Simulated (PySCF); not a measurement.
A calculated (B2PLYP, PySCF 2.14, def2-TZVPPD, the non-relativistic Hamiltonian (point nucleus)) atom or ion has these occupied shells.

```tsv
shell	electrons	orbital energy (eV)	rms radius, mean of both spins (bohr)
1s	2	-10242.9	0.0572
2s	2	-1308.1	0.240
2p	6	-1160.5	0.212
3s	2	-192.88	0.710
3p	6	-144.07	0.740
3d	10	-59.843	0.879
```

Task: Name the element and its charge.

Result: Ga³⁺ (gallium, charge +3), in [Ar] 3d10, closed-shell 1S.
